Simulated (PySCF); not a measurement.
Be(SMe)(GeH3) (CH₆BeGeS), SMILES [S](C)[Be][GeH3].

Geometry: B3LYP-D3(BJ)/def2-SVP. The structure was generated by enumeration; whether it is a known compound was not checked. Other conformers were not sampled.

Level of theory: C-PCM-B3LYP/def2-SVP (PySCF).

The values are the electrostatic part of the solvation free energy, E(continuum) − E(gas) at the gas-phase geometry, in a cavity of scaled van der Waals radii (PySCF's table); cavitation and dispersion terms are not included. A continuum can't describe solvent molecules that bind to the metal. In vacuum the orbital gap is 5.31 eV. The dipole moment in vacuum is 1.89 D.

Computed values in water (ε = 78.36), methanol (ε = 32.61), dimethylsulfoxide (ε = 46.83):
```json
[
 {"solvent": "water", "ε": "78.36", "ΔG(elec) (kcal/mol)": "-5.1", "dipole (D)": "2.33", "gap (eV)": "5.61"},
 {"solvent": "methanol", "ε": "32.61", "ΔG(elec) (kcal/mol)": "-5.0", "dipole (D)": "2.32", "gap (eV)": "5.60"},
 {"solvent": "dimethylsulfoxide", "ε": "46.83", "ΔG(elec) (kcal/mol)": "-5.1", "dipole (D)": "2.33", "gap (eV)": "5.60"}
]
```
